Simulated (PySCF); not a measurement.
Zero-point energy (kcal/mol) of eight silicon and germanium compounds: PBE-D3(BJ) beside PBE0-D3(BJ), computed with PySCF for isolated molecules in the bases named; differences from unrounded values. The eight are the first of their class met in an unordered collection, after screening for sound electronic states; none was chosen by its value. Each level has its own optimised geometry.

| molecule | basis | PBE0-D3(BJ) |
|---|---|---|
| C4H5ClSi, SMILES C=C(Cl)[SiH2]C#C | def2-SVP | 43.87 |
| CH5FN2Si2, SMILES N1[Si@H](F)C=N[SiH2]1 | def2-SVP | 42.26 |
| Si(CCH)(OH)3 (C₂H₄O₃Si), SMILES C#C[Si](O)(O)O | def2-SVP | 39.07 |
| C2H8N2OSi, SMILES C/C=N\[Si@@H](O)N | def2-SVP | 67.84 |
| CH9NSi2, SMILES C[Si@@H](N)[SiH3] | def2-SVP | 60.31 |
| C3H6OSi, SMILES [SiH3][C@@H]1C=CO1 | def2-SVP | 49.03 |
| C2H9FSi2, SMILES [C@H]([SiH3])(C)[SiH2]F | def2-SVP | 63.09 |
| Si(AsH2)(F)2(H) (AsF2H3Si), SMILES [AsH2][SiH](F)F | def2-SVP | 19.41 |

Problem. Estimate the PBE-D3(BJ) values and say how PBE-D3(BJ) differs from PBE0-D3(BJ) over the set. (An estimate is asked for; the answer gives what the named calculation found.)

Solution. 
```json
[
 {"molecule": "C4H5ClSi, SMILES C=C(Cl)[SiH2]C#C", "PBE-D3(BJ)": "42.30", "difference": "-1.57"},
 {"molecule": "CH5FN2Si2, SMILES N1[Si@H](F)C=N[SiH2]1", "PBE-D3(BJ)": "40.61", "difference": "-1.65"},
 {"molecule": "Si(CCH)(OH)3 (C₂H₄O₃Si), SMILES C#C[Si](O)(O)O", "PBE-D3(BJ)": "37.62", "difference": "-1.46"},
 {"molecule": "C2H8N2OSi, SMILES C/C=N\\[Si@@H](O)N", "PBE-D3(BJ)": "65.79", "difference": "-2.05"},
 {"molecule": "CH9NSi2, SMILES C[Si@@H](N)[SiH3]", "PBE-D3(BJ)": "58.46", "difference": "-1.85"},
 {"molecule": "C3H6OSi, SMILES [SiH3][C@@H]1C=CO1", "PBE-D3(BJ)": "47.20", "difference": "-1.84"},
 {"molecule": "C2H9FSi2, SMILES [C@H]([SiH3])(C)[SiH2]F", "PBE-D3(BJ)": "61.07", "difference": "-2.02"},
 {"molecule": "Si(AsH2)(F)2(H) (AsF2H3Si), SMILES [AsH2][SiH](F)F", "PBE-D3(BJ)": "18.63", "difference": "-0.78"}
]
```
PBE-D3(BJ) lies below PBE0-D3(BJ) in 8 and above it in 0 of the eight; the mean signed difference is -1.65 and the largest -2.05 kcal/mol.
